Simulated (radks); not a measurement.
The numbers below are computed, except where a source is named.
Numerical settings for the molybdenum ion Mo15+, [Ar] 3d9. Code: a radial shooting solver on a logarithmic mesh with Libxc functionals. Model: scalar-relativistic Kohn-Sham, BLYP, spin-polarised, spherical densities, finite nucleus; open shells are filled with parallel spins first (spin-orbit coupling, left out, can overturn this in heavy ions); Fermi nuclear charge, rms radius 4.4091 fm. The defaults (mesh step 0.008 in ln r, mesh end at 40 bohr or more with all orbitals vanishing there, Anderson mixing 0.5 over 9 steps, residual threshold near 1e-9 with the energy settled to 1e-9 hartree or 1e-11 of itself, here a cap of 58 iterations) give E = -3960.9492 hartree and 3d at -568.96 eV in 16 iterations. Run on one thread of a shared host, so times are rough (Arm Neoverse V1): 0.15 s of CPU time, 0.15 s wall, 16 iterations on 2189 mesh points. Changes against that run (0 stands for a change within the tolerance of the run):

| setting | iterations | converged | E (mhartree) | e(3d) (meV) | CPU (s) |
|---|---|---|---|---|---|
| mesh step in ln r 0.02 | 15 | yes | 0 | 0 | 0.07 |
| mesh step in ln r 0.2 | 4 | no | diverged | - | 0.02 |
| mesh step in ln r 0.12 | 4 | no | diverged | - | 0.01 |
| mesh end (bohr) 3 | 16 | yes | 0 | 0 | 0.14 |
| mesh end (bohr) 5 | 16 | yes | 0 | 0 | 0.14 |
| residual threshold 0.1 | 9 | yes | +0.00114 | +5.04 | 0.1 |
| residual threshold 0.001 | 9 | yes | +0.00114 | +5.04 | 0.1 |
| mixing 1 | 16 | yes | 0 | 0 | 0.14 |
| linear mixing, mixing 0.5 | 58 | no | 0 | 0 | 0.35 |
| linear mixing, mixing 0.8 | 20 | no | diverged | - | 0.16 |
| mixing history 20 | 22 | yes | 0 | 0 | 0.19 |
| iteration cap 3 | 3 | no | +156 | -1.64e+03 | 0.04 |

No run marked as converged misses the energy by more than 1 mhartree. A mesh that ends early acts as a hard wall.
